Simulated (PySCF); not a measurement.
C2BrClF2.

```xyz
6

F      1.1512     2.2554     0.0000
C      0.2942     1.2412     0.0000
Cl    -1.3557     1.6963     0.0000
C      0.7440    -0.0260     0.0000
F      2.0513    -0.2647     0.0000
Br    -0.3430    -1.5441     0.0000
```

Geometry: TPSSh-D3(BJ)/def2-SVP.

Level of theory: PySCF with PBE/pcSseg-1. Non-relativistic, no solvent.

Computed absolute GIAO shielding of each atom: isotropic value and principal components (ppm):
```tsv
atom	σ(iso)	σ11	σ22	σ33	span
F1	248.1	210.8	218.5	314.9	104.1
C2	27.6	-29.2	45.2	66.8	96.0
Cl3	676.6	498.6	592.1	938.9	440.2
C4	28.9	-16.6	39.7	63.7	80.3
F5	254.5	198.1	249.4	315.9	117.8
Br6	1938.5	1433.1	1628.8	2753.7	1320.6
```
